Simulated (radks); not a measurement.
Values are calculated unless marked as measured or tabulated.
Task: Au XXXI, configuration [Kr] 4d10 4f3. Level of theory: scalar-relativistic Kohn-Sham, PBE, spin-unpolarised, spherical densities, point nucleus (a radial shooting solver on a logarithmic mesh with Libxc functionals). Some entries of the table are withheld. Estimate them.

orbital,occ.,eigenvalue (hartree),<r^2> (bohr^2)
1s,2,-3008.159,0.0003930
2s,2,-563.2010,0.005994
2p,6,(1),0.005050
3s,2,(2),0.03839
3p,6,-142.3492,0.03939
3d,10,-120.4412,0.03256
4s,2,-63.08345,0.1695
4p,6,(3),0.1866
4d,10,-47.48166,0.1953
4f,3,-38.59497,0.1797

Result: 
(1) 2p eigenvalue (hartree): -492.1177
(2) 3s eigenvalue (hartree): -162.9875
(3) 4p eigenvalue (hartree): -55.88779
